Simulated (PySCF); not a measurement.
Gas-phase reaction: 2 GeH₂Cl₂ → GeH₂ + H₂ + GeCl₄

Computed with PySCF (xtb for GFN2) and rigid-rotor harmonic-oscillator thermochemistry at 1 bar. † marks an energy on the PBE0/def2-TZVP geometry and frequencies; other levels use their own. MP2 freezes the core. 6-31G* has spherical d functions here. All species are closed-shell singlets. B3LYP is the form with VWN-RPA correlation. Ge: all electrons, no relativistic terms. GeH₂: computed as isolated molecules; such fragments, hydroxides, amides, oligomers or adducts are transient or little studied in the gas. MP2 isn't extrapolated to the basis-set limit; its ΔH°(298 K) is 188.5 kJ in def2-SVP and 192.9 kJ in def2-TZVPP. The harmonic model lacks anharmonicity and excited electronic states, which grow with temperature; levels with a mode under 35 cm⁻¹ are left out.

| level | ΔE electronic, kJ | ΔH°(298 K), kJ | ΔS°(298 K), J/K | ΔG°(1800 K), kJ |
|---|---|---|---|---|
| B3LYP/6-31G* | 184 | 168 | 98 | -21 |
| B3LYP/def2-TZVP† | 188 | 171 | 98 | -18 |
| BLYP/def2-TZVP† | 170 | 154 | 98 | -35 |
| GFN2-xTB | 151 | 136 | 106 | -63 |
| MP2/def2-TZVPP† | 210 | 193 | 98 | 4 |
| PBE/def2-TZVP† | 194 | 177 | 98 | -12 |
| PBE0/def2-QZVP† | 211 | 194 | 98 | 5 |
| ωB97X-V/def2-TZVP† | 208 | 192 | 98 | 3 |
ΔH° is lowest at GFN2-xTB and highest at PBE0/def2-QZVP†. No reference value is set beside these.
